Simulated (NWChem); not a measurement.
**Atomisation of C$_{2}$H$_{7}$ClOSi**

SMILES: C([Si@H](Cl)O)C
```xyz
12

C      2.6211     0.4640     0.2590
C      1.4286    -0.0621    -0.5378
Si    -0.1615    -0.1165     0.4443
O     -0.5952     1.3660     1.0486
Cl    -1.6492    -0.8254    -0.8260
H      3.5326     0.5090    -0.3569
H      2.4299     1.4769     0.6463
H      2.8442    -0.1774     1.1265
H      1.6205    -1.0814    -0.9162
H      1.2487     0.5553    -1.4358
H     -0.0839    -1.0116     1.6247
H     -0.8313     2.0523     0.4173
```
Charge 0, spin multiplicity 1.

The numbers come from NWChem runs, not from measurements. The geometry was optimised at PBE0/def2-SVP, with no frequency check, so it may be a saddle point. It is one conformer; others weren't searched.

Basis set: def2-SVP. The atomisation energy is electronic alone: no zero-point, thermal, spin-orbit or counterpoise terms. No value is extrapolated to the basis-set limit. Free atoms are single determinants with multiplicities C 3, Si 3, O 3, Cl 2, H 2.

B3LYP has NWChem's definition, with VWN1-RPA local correlation. The structure started from a generated list of species. No SCF solution was tested for a lower state.

### Question
One of these methods gave an atomisation energy of 1075.9 kcal/mol. Which?
(A) PBE
(B) M06-2X
(C) LC-wPBE (omega 0.3 per bohr)
(D) B3LYP

### Answer
C, LC-wPBE (omega 0.3 per bohr). The others give 1082.6 (PBE), 1074.3 (M06-2X), 1060.9 (B3LYP).
